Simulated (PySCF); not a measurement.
A side-by-side comparison of computed properties.

First species: C5H7FOSi.
InChI=1S/C5H7FOSi/c6-4-1-2-5(3-4)7-8/h1-3,5H,8H3/t5-/m0/s1

Second species: C4H4F2.
SMILES: `FC1=C(F)CC1`

Levels: PBE0/def2-SVPD for dipole moment, HOMO energy, LUMO energy, HOMO–LUMO gap, static isotropic polarisability and electronic spatial extent ⟨r²⟩ about the centre of nuclear charge; TDDFT PBE0/def2-SVPD for lowest singlet excitation; TDA PBE0/def2-SVPD for lowest triplet excitation (Tamm–Dancoff); GFN2-xTB for rotational constant A and rotational constant C. Geometries: GFN2-xTB. Each structure is a single optimised conformer of the isolated species, non-relativistic unless stated; the electronic structure was computed with PySCF and density fitting.

Dipoles, sizes and rotational constants follow the conformer. The torsions of the flexible species, by atom-mapped SMILES:
- `[F:1][C:2]1=[CH:3][C@@H:4]([O:5][SiH3:6])[CH:7]=[CH:8]1`: C3–C4–O5–Si6 160°

Values for the first species:

* Dipole moment: 1.88 D
* HOMO energy: -6.78 eV
* LUMO energy: -1.35 eV
* HOMO–LUMO gap: 5.43 eV
* Lowest singlet excitation: 4.56 eV
* Lowest triplet excitation (Tamm–Dancoff): 2.80 eV
* Static isotropic polarisability: 84.0 au
* Electronic spatial extent ⟨r²⟩ about the centre of nuclear charge: 1400 bohr²
* Rotational constant A: 5.383 GHz
* Rotational constant C: 0.784 GHz

(1) Estimate the same properties for the second species, and the change in each.

Results:

(1) 
```json
{"property": "dipole moment", "first": "1.88 D", "second": "2.43 D", "second less first": "+0.55 D"}
{"property": "HOMO energy", "first": "-6.78 eV", "second": "-7.24 eV", "second less first": "-0.46 eV"}
{"property": "LUMO energy", "first": "-1.35 eV", "second": "0.67 eV", "second less first": "+2.02 eV"}
{"property": "HOMO–LUMO gap", "first": "5.43 eV", "second": "7.91 eV", "second less first": "+2.48 eV"}
{"property": "lowest singlet excitation", "first": "4.56 eV", "second": "6.51 eV", "second less first": "+1.95 eV"}
{"property": "lowest triplet excitation (Tamm–Dancoff)", "first": "2.80 eV", "second": "4.71 eV", "second less first": "+1.91 eV"}
{"property": "static isotropic polarisability", "first": "84.0 au", "second": "46.1 au", "second less first": "-37.9 au"}
{"property": "electronic spatial extent ⟨r²⟩ about the centre of nuclear charge", "first": "1400 bohr²", "second": "521 bohr²", "second less first": "-879 bohr²"}
{"property": "rotational constant A", "first": "5.383 GHz", "second": "4.842 GHz", "second less first": "-0.541 GHz"}
{"property": "rotational constant C", "first": "0.784 GHz", "second": "2.182 GHz", "second less first": "+1.398 GHz"}
```

On the first: The 8 singlets span 4.56 to 7.17 eV, and their oscillator strengths add up to 0.13. S1 lies 0.87 eV below the HOMO–LUMO gap; its leading configuration is HOMO→LUMO, weight 0.98.

On the second: In atomic units the dipole is 0.96 e·bohr (1 au = 2.5417 D). S1 lies 1.40 eV below the HOMO–LUMO gap; its leading configuration is HOMO→LUMO, weight 0.92.
